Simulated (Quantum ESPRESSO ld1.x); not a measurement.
Problem. The mean radii <r> (bohr) of the occupied orbitals of an atom or ion are listed with their occupations. Calculated with ld1.x of Quantum ESPRESSO 7.5: scalar-relativistic Kohn-Sham, LDA (Slater exchange, Perdew-Wang correlation), spin-polarised, spherical densities, point nucleus, Perdew-Zunger self-interaction correction.

orbital  occ.      <r>
1s up       1  0.05209
1s down     1  0.05209
2s up       1   0.2358
2s down     1   0.2357
2p up       3   0.2062
2p down     3   0.2060
3s up       1   0.7077
3s down     1   0.7093
3p up       3   0.7378
3p down     3   0.7404
3d up       5   0.8411
3d down     3   0.8536

Name the element and its charge. Open shells, if any, are filled with parallel spins first.

Solution. Z = 29, copper, charge +3: Cu3+ in [Ar] 3d8. The 1s radius gives Z: for a bare nucleus <r> = (2 gamma + 1)/(2Z) with gamma = sqrt(1 - (Z/c)^2), 0.05094 bohr for Z = 29, and screening makes it slightly larger (0.05209 here). The occupations add up to 26, and the charge is Z minus that.
